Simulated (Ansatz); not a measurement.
Cl2FHNSi (`[NH][Si](F)(Cl)Cl`) radical, relaxed with UKS PBE0-D4/def2-TZVP in the Gaussian-basis code of Ansatz from a PBE-D4/def2-SVP geometry. The force threshold is 0.005 eV/Å; the program also tests the step.

Total charge 0; spin multiplicity 2.

Start:

```xyz
6

N     1.328    0.491   -0.003
Si   -0.330   -0.041   -0.052
F    -0.698   -1.310    0.900
Cl   -1.500    1.537    0.537
Cl   -0.730   -0.581   -1.991
H     1.930   -0.095    0.610
```

```tsv
step	energy (eV)	largest force (eV/Å)	largest move (Å)
1	-37136.7793	1.217	0.000
2	-37136.8343	0.679	0.033
3	-37136.8477	0.108	0.022
4	-37136.8486	0.035	0.008
5	-37136.8486	0.103	0.008
6	-37136.8489	0.035	0.003
7	-37136.8489	0.008	0.006
8	-37136.8489	0.000	0.001
```

End:

```xyz
6

N     1.309    0.471    0.009
Si   -0.335   -0.040   -0.056
F    -0.684   -1.274    0.873
Cl   -1.486    1.511    0.532
Cl   -0.728   -0.578   -1.963
H     1.923   -0.090    0.604
```

Run time 20 s (4 threads of a server CPU on a shared host); peak host memory 0.63 GiB.
